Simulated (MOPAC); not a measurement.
A run for MOPAC: AM1 on H2OSi (SMILES O=[SiH2]), a point of a bond scan (R = 2.051 Å).

```
AM1 1SCF PRECISE CHARGE=0 THREADS=1
H2OSi

O      1.49235944 1    -0.60556258 1    -0.10325940 1
Si    -0.40448259 1     0.16412904 1     0.02798698 1
H     -1.61806760 1    -0.53589800 1    -0.45149398 1
H     -0.72386075 1     1.48619463 1     0.61353677 1
```

The log:

```
*******************************************************************************
 **                                                                           **
 **                              MOPAC v23.2.5                                **
 **                                                                           **
 *******************************************************************************
 ** MOPAC's Digital Object Identifier: https://doi.org/10.5281/zenodo.6511958 **
 **                                                                           **
 ** Please cite the open-source release paper for use of this MOPAC version:  **
 ** J. E. Moussa and J. J. P. Stewart (2026)                                  **
 ** MOPAC: An open-source semiempirical molecular orbital program             **
 ** J. Open Source Softw., 11(119), 8025, https://doi.org/10.21105/joss.08025 **
 *******************************************************************************

                              AM1 CALCULATION RESULTS

 *******************************************************************************
 *  AM1        - The AM1 Hamiltonian to be used
 *
 *
 *
 *                 CHARGE ON SYSTEM = 0
 *
 *
 *
 *  PRECISE    - TIGHTER CRITERIA TO BE USED
 *  1SCF       - DO 1 SCF AND THEN STOP
 *  THREADS=1  - MULTI-THREADING NOT USED
 *  T=         - A TIME OF 172800.0 SECONDS REQUESTED
 *  DUMP=N     - RESTART FILE WRITTEN EVERY 7200.0 SECONDS REQUESTED
 *******************************************************************************
AM1 1SCF PRECISE CHARGE=0 THREADS=1
 H2OSi

   ATOM   CHEMICAL          X               Y               Z
  NUMBER   SYMBOL      (ANGSTROMS)     (ANGSTROMS)     (ANGSTROMS)

     1       O          1.49235944  *  -0.60556258  *  -0.10325940  *
     2      Si         -0.40448259  *   0.16412904  *   0.02798698  *
     3       H         -1.61806760  *  -0.53589800  *  -0.45149398  *
     4       H         -0.72386075  *   1.48619463  *   0.61353677  *



          CARTESIAN COORDINATES

    NO.       ATOM           X           Y           Z

     1         O          1.4924     -0.6056     -0.1033
     2        Si         -0.4045      0.1641      0.0280
     3         H         -1.6181     -0.5359     -0.4515
     4         H         -0.7239      1.4862      0.6135

  H: (AM1): M.J.S. DEWAR ET AL, J. AM. CHEM. SOC. 107 3902-3909 (1985)
  O: (AM1): M.J.S. DEWAR ET AL, J. AM. CHEM. SOC. 107 3902-3909 (1985)
 Si: (AM1): M.J.S.DEWAR, C. JIE, ORGANOMETALLICS, 6, 1486-1490 (1987).

           Empirical Formula: H2 O Si  =     4 atoms



      MOLECULAR POINT GROUP   :   C2v


      RHF CALCULATION, NO. OF DOUBLY OCCUPIED LEVELS = 6


 -------------------------------------------------------------------------------
 AM1 1SCF PRECISE CHARGE=0 THREADS=1
 H2OSi



     1SCF WAS SPECIFIED, SO BFGS WAS NOT USED
     SCF FIELD WAS ACHIEVED


                              AM1 CALCULATION
                                                       MOPAC v23.2.5 Linux




          FINAL HEAT OF FORMATION =         49.22976 KCAL/MOL =     205.97732 KJ/MOL


          COSMO AREA              =         88.28 SQUARE ANGSTROMS
          COSMO VOLUME            =         74.03 CUBIC ANGSTROMS

          IONIZATION POTENTIAL    =         10.044604 EV
          HOMO LUMO ENERGIES (EV) =        -10.045 -1.977
          NO. OF FILLED LEVELS    =          6
          MOLECULAR WEIGHT        =         46.1007         POINT GROUP:  C2v

          MOLECULAR DIMENSIONS (Angstroms)

            Atom       Atom       Distance
            H     4    O     1     3.13064
            H     3    O     1     2.25776
            H     3   Si     2     0.00000


          SCF CALCULATIONS        =          1





   ATOM   CHEMICAL          X               Y               Z
  NUMBER   SYMBOL      (ANGSTROMS)     (ANGSTROMS)     (ANGSTROMS)

     1       O          1.49235944  *  -0.60556258  *  -0.10325940  *
     2      Si         -0.40448259  *   0.16412904  *   0.02798698  *
     3       H         -1.61806760  *  -0.53589800  *  -0.45149398  *
     4       H         -0.72386075  *   1.48619463  *   0.61353677  *

                             CARTESIAN COORDINATES

   1    O        1.492359440    -0.605562580    -0.103259400
   2   Si       -0.404482590     0.164129040     0.027986980
   3    H       -1.618067600    -0.535898000    -0.451493980
   4    H       -0.723860750     1.486194630     0.613536770


           Empirical Formula: H2 O Si  =     4 atoms



      MOLECULAR POINT GROUP   :   C2v


                  EIGENVALUES
 -30.55545 -15.44359 -13.39395 -12.01647 -10.51984 -10.04460  -1.97685   0.50220
   1.09442   1.69432


              NET ATOMIC CHARGES AND DIPOLE CONTRIBUTIONS

  ATOM NO.   TYPE          CHARGE      No. of ELECS.   s-Pop       p-Pop
    1          O          -0.503890        6.5039     1.97628     4.52761
    2         Si           0.844735        3.1553     0.97689     2.17837
    3          H          -0.170423        1.1704     1.17042
    4          H          -0.170422        1.1704     1.17042
 DIPOLE           X         Y         Z       TOTAL
 POINT-CHG.    -3.336     1.354     0.231     3.608
 HYBRID        -0.503     0.204     0.035     0.543
 SUM           -3.839     1.558     0.266     4.151


          ATOMIC ORBITAL ELECTRON POPULATIONS

     Atom    s        px        py        pz
    1  O   1.97628   1.23182   1.75437   1.54142
    2 Si   0.97689   0.82101   0.75539   0.60197
    3  H   1.17042
    4  H   1.17042

 **********************
 *                    *
 * JOB ENDED NORMALLY *
 *                    *
 **********************




 == MOPAC DONE ==
```

The run finished.

Cost: very roughly 0.03 core-seconds.
